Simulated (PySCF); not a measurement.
Predicted microwave data (PySCF, PBE0-D3(BJ)/def2-SVP geometry optimisation, gas phase) for one isomer of [C7H11N2]+:

| Quantity | Value |
| --- | --- |
| Rotational constants | A = 4534, B = 935.9, C = 789.7 MHz |
| Dipole components (about the centre of mass) | \|μa\| = 9.31 D, \|μb\| = 0.24 D, \|μc\| = 0.52 D |
| Inertial defect | -11.48 u·Å² |
| κ | -0.92 |

Question: Which structure is it? (One computed conformer of each.)
A. `[NH2:1][CH2:2][c:3]1[cH:4][cH:5][c:6]([NH3+:7])[cH:8][cH:9]1` (charge +1) with H–N1–C2–C3 83° and -156°, N1–C2–C3–C4 -161°
B. `[CH3:1][C:2](/[CH:3]=[CH:4]/[C:5]#[N:6])=[N+:7]([CH3:8])[CH3:9]` (charge +1) with C1–C2–C3–C4 -11°

Answer: A. It is NCc1ccc([NH3+])cc1, a near-prolate asymmetric top, point group C1. The candidates at the same level (rigid rotor, commonest isotopes):

| SMILES | A (MHz) | B (MHz) | C (MHz) | μa (D) | μb (D) | μc (D) | Δ (u·Å²) | point group | rotor |
| --- | --- | --- | --- | --- | --- | --- | --- | --- | --- |
| NCc1ccc([NH3+])cc1 | 4534 | 935.9 | 789.7 | 9.31 | 0.24 | 0.52 | -11.48 | C1 | near-prolate asymmetric top |
| CC(/C=C/C#N)=[N+](C)C | 3671 | 770.4 | 645.8 | 7.87 | 1.16 | 0.17 | -11.03 | C1 | near-prolate asymmetric top |

`CC(/C=C/C#N)=[N+](C)C` has A 19 % too low. No structure here is proved a minimum.
